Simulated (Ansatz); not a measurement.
Task: Name a neutral molecule of C, N, S, Si and H with HOMO–LUMO gap (B3LYP/def2-TZVPP) between 5.90 and 6.20 eV and HOMO–LUMO gap (PBE/def2-TZVPP) between 4.60 and 4.90 eV (Ansatz, PBE0-D4/def2-TZVP geometry).

Result: `C=CN[SiH2]S` (6.15 eV, 4.63 eV); `N=C1N[SiH2]S1` (6.20 eV, 4.60 eV). Other molecules can fit too; these were computed, each in one conformer that needn't be the lowest.

B3LYP here is the variant with VWN-RPA as its local correlation; programs differ in this.
